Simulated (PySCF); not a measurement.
# EPR parameters of C5H2F3O3

Species: C₅H₂F₃O₃ (doublet state).
Cartesian coordinates in Å at the GFN2-xTB level; atoms count from 1:
```xyz
13
C5H2F3O3 angstrom
O      2.164    1.108    1.835
C      1.618    0.387    1.051
C      2.006   -0.812    0.362
C      0.951   -1.219   -0.436
C     -0.054   -0.286   -0.235
O     -1.276   -0.295   -0.823
C     -2.140    0.693   -0.516
F     -3.252    0.482   -1.203
F     -1.687    1.900   -0.839
F     -2.461    0.721    0.774
O      0.275    0.667    0.616
H      2.963   -1.277    0.479
H      0.889   -2.068   -1.084
```

The hyperfine couplings belong to this conformer and change with its torsions.

As a line formula: `O=C1[CH]C=C(OC(F)(F)F)O1` [radical].

Method used: UKS B3LYP, pcH-1 on C F H O, non-relativistic, mean-field spin-orbit, GIAO (PySCF 2.14.0). One conformer (not necessarily the lowest) at the GFN2-xTB geometry, without solvent, vibrations or thermal averaging. A GFN2-xTB geometry isn't a minimum of the functional, and hyperfine couplings can be far from their values at a DFT geometry. The SCF solution wasn't tested for stability.

```json
{
 "g1, g2, g3": "2.00214, 2.00429, 2.00457",
 "g_iso": "2.00367",
 "Form of g": "close to axial: the two nearest values differ by 11 % of g3 − g1",
 "⟨S²⟩": "0.7629 (exact 0.7500)"
}
```

Isotropic coupling and dipolar principal values T1 to T3, in MHz; ρ(0) is the spin density at the nucleus:

```csv
atom,isotope,a_iso,T1,T2,T3,Mulliken spin population,ρ(0) (bohr⁻³)
O1,17O,-19.0,-83.8,41.2,42.6,0.26,0.0313
C2,13C,-25.2,-4.0,1.7,2.3,0.00,-0.0224
C3,13C,30.1,-33.9,-32.8,66.7,0.42,0.0268
C4,13C,-23.8,-2.5,1.0,1.4,-0.07,-0.0212
C5,13C,38.4,-38.8,-37.5,76.3,0.37,0.0341
O6,17O,-7.9,-24.4,11.3,13.1,0.04,0.0130
C7,13C,-2.2,-1.0,0.1,0.9,0.00,-0.0019
F8,19F,-1.3,-3.5,-1.0,4.5,0.00,-0.0003
F9,19F,8.5,-6.3,-4.1,10.4,0.00,0.0020
F10,19F,8.6,-6.3,-4.1,10.4,0.00,0.0020
O11,17O,2.9,-6.4,2.9,3.5,0.00,-0.0048
H12,1H,-29.4,-16.3,-1.6,17.9,-0.02,-0.0066
H13,1H,0.1,-3.3,-1.6,4.9,0.00,0.0000
```

The Mulliken spin populations are largest on C3 (+0.42), C5 (+0.37), O1 (+0.26) and C4 (-0.07). Three atoms exceed +0.15.

C3, the radical centre as drawn in `O=C1[CH]C=C(OC(F)(F)F)O1`, holds a spin population of +0.42 out of 1.

Axes: g2 points within 6° of the C4–C5 bond and g3 points within 11° of the C3–C4 bond.

Under fast tumbling the dipolar parts average out, and these isotropic splittings remain: 1 × 1H (H12, I = 1/2, 2 lines) with 1.05 mT and 3 × 19F (F8/F9/F10, I = 1/2, 4 lines) with 0.19 mT.

Class means assume fast exchange of nuclei equivalent by connectivity; if that motion is slow, each nucleus keeps its own coupling. The three 19F nuclei of mean +5.3 MHz run from -1.3 to 8.6 MHz in the frozen geometry.

The 17O coupling of O1 (-19.0 MHz) shows only in satellite lines or after enrichment, since that isotope makes up about 0.038 % of natural oxygen.

The 13C coupling of C5 (38.4 MHz) shows only in satellite lines or after enrichment, since that isotope makes up about 1.07 % of natural carbon.

β density exceeds α density at some nuclei, such as C2 (-0.0224), C4 (-0.0212) and H12 (-0.0066), spin density in bohr⁻³. In a single determinant that takes different orbitals for the two spins, that is spin polarisation.

On Intel Xeon at 2.50 GHz, one thread, no GPU, shared host, this took 3.2 min of wall time (grids of density and orbitals included) and 1.1 GiB of memory at its peak.
